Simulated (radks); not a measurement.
Values are calculated unless marked as measured or tabulated.
Q: All-electron atom: Ce+ in [Xe] 4f1 5d2 (the NIST ground configuration). Level of theory: Dirac Kohn-Sham, PBE, spin-unpolarised, spherical densities, point nucleus; open shells are shared between the two j in proportion to 2j + 1 (a radial shooting solver on a logarithmic mesh with Libxc functionals).

Spin-orbit splittings of the eigenvalues, e(l+1/2) - e(l-1/2), with zeta = 2 splitting/(2l+1) and mean radii in bohr:

| shell | occ. | splitting (eV) | zeta (eV) | <r> j=l-1/2 | <r> j=l+1/2 |
|---|---|---|---|---|---|
| 2p | 6 | 446.6 | 297.7 | 0.08795 | 0.09415 |
| 3p | 6 | 87.77 | 58.51 | 0.2681 | 0.2802 |
| 3d | 10 | 18.84 | 7.538 | 0.2513 | 0.2552 |
| 4p | 6 | 18.85 | 12.57 | 0.6561 | 0.6832 |
| 4d | 10 | 3.303 | 1.321 | 0.7386 | 0.7483 |
| 4f | 1 | 0.3297 | 0.09420 | 1.107 | 1.120 |
| 5p | 6 | ? | ? | 1.714 | 1.797 |
| 5d | 2 | 0.2067 | 0.08267 | 2.814 | 2.870 |

Estimate the 5p splitting.

A: 2.701 eV (zeta = 1.801 eV).
